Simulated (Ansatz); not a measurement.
Reaction (formal hydrolysis of the Si–Cl bond): `[OH][SnH2][SiH2]Cl` + H₂O → `O[SiH2][SnH2][OH]` + HCl

Calculated with Ansatz (gas phase, PBE0-D4/def2-TZVP geometries, no zero-point term in ΔE). CCSD(T)/CBS adds triple-zeta CCSD(T) − MP2 to the extrapolated MP2 energy (def2 sets, frozen cores). This one scheme is used for every species. Functionals use def2-TZVPP. def2 core potentials past Kr. For Sn outer-core shells are correlated without core-valence functions, which leaves a few kJ/mol of doubt a bond. Each species was taken in one conformer, which may not be the lowest.

| level | ΔE (kJ/mol) |
| --- | --- |
| ωB97X-V | 11.7 |
| MP2/def2-QZVPP | 15.9 |

Task: What does CCSD(T)/CBS give? (Estimate.)

Result: Ansatz gave: +15.0 kJ/mol. The listed levels differ from it by -3.3, 0.9 kJ/mol.

Largest T1 diagnostic among the species: 0.014.
